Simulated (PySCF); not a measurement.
CH₄ClNOSi₂, SMILES O[Si@@]1(Cl)N=C[SiH2]1.

Coordinates come from a TPSSh-D3(BJ)/def2-SVP optimisation. The structure was generated by enumeration; whether it is a known compound was not checked. One conformer was computed; it need not be the lowest.

Two levels are set side by side: TDA-PBE/def2-SVPD (PySCF) and TDA-B3LYP/def2-SVPD (PySCF). Vertical, same geometry. The lowest singlet is HOMO→LUMO 98 % with PBE and HOMO→LUMO 99 % with the other functional; states are paired by order. Differences are taken from unrounded values.

| quantity | TDA-PBE |
|---|---|
| lowest singlet excitation (eV) | 3.51 |
| lowest triplet excitation (TDA) (eV) | 2.80 |

These are the TDA-PBE values. What does TDA-B3LYP give? (An estimate is asked for; the answer gives what the named calculation found.)


```
quantity                              TDA-B3LYP  TDA-PBE minus TDA-B3LYP
------------------------------------  ---------  -----------------------
lowest singlet excitation (eV)             3.69                    -0.18
lowest triplet excitation (TDA) (eV)       2.96                    -0.16
```

A lower first singlet is the usual sign of a functional without exact exchange. Differences between two approximate levels are no errors against the true value.

Rough cost on one machine, each run with all the roots and properties that it gave: TDA-B3LYP against TDA-PBE about 2 times.
